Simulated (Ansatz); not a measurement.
Basis-set series for FH₂O₂STa, SMILES `[OH][Ta]([OH])([F])=[S]`. Total charge 0; spin multiplicity 1. Ta: def2 effective core potential. The geometry is a stationary point of PBE0-D4/def2-TZVP. It is one conformer, not always the lowest.

```
functional       basis  functions  energy (Eh)  HOMO (eV)  LUMO (eV)
   PBE0-D4    def2-SVP        102   -706.23261      -7.77      -1.37
   PBE0-D4  def2-TZVPP        219   -706.70158      -7.74      -1.39
   ωB97M-V    def2-SVP        102   -706.45158      -9.84       0.82
   ωB97M-V  def2-TZVPP        219   -706.92691      -9.84       0.73
```

Problem. Give the rows for def2-QZVPP. (An estimate is asked.)

Solution. Ansatz gave: 
```tsv
functional	basis	functions	energy (Eh)	HOMO (eV)	LUMO (eV)
PBE0-D4	def2-QZVPP	382	-706.72801	-7.77	-1.45
ωB97M-V	def2-QZVPP	382	-706.95189	-9.87	0.38
```

Positive LUMOs are unbound and depend on the basis.
